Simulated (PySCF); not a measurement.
Predicted microwave data (PBE0-D3(BJ)/def2-SVP geometry optimisation, gas phase (PySCF 2.14.0)) for one isomer of C5H10F2:

```
Rotational constants : A = 4550, B = 1396, C = 1306 MHz
Dipole components    : |μa| = 1.96 D, |μb| = 0.07 D, |μc| = 0.86 D
Inertial defect      : -86.33 u·Å²
κ                    : -0.94
```

**Question.** Which structure is it? (One computed conformer of each.)
A. `[CH3:1][CH:2]([CH3:3])[CH2:4][CH:5]([F:6])[F:7]` with C1–C2–C4–C5 174°, C2–C4–C5–F6 -58°
B. (CH3)3CCHF2 (`CC(C)(C)C(F)F`)
C. `[CH3:1][CH2:2][C:3]([F:4])([F:5])[CH2:6][CH3:7]` with C1–C2–C3–F4 56°, C2–C3–C6–C7 63°

**Answer.** A. It is CC(C)CC(F)F, a near-prolate asymmetric top, point group C1. The candidates at the same level (rigid rotor, commonest isotopes):

| SMILES | A (MHz) | B (MHz) | C (MHz) | μa (D) | μb (D) | μc (D) | Δ (u·Å²) | point group | rotor |
| --- | --- | --- | --- | --- | --- | --- | --- | --- | --- |
| CCC(F)(F)CC | 3727 | 1912 | 1704 | 0.85 | 1.57 | 1.14 | -103.41 | C1 | asymmetric top |
| CC(C)(C)C(F)F | 3203 | 2316 | 1933 | 1.80 | 0.00 | 0.76 | -114.54 | Cs | asymmetric top |
| CC(C)CC(F)F | 4550 | 1396 | 1306 | 1.96 | 0.07 | 0.86 | -86.33 | C1 | near-prolate asymmetric top |

`CCC(F)(F)CC` has B 37 % too high; `CC(C)(C)C(F)F` has B 66 % too high. No structure here is proved a minimum.
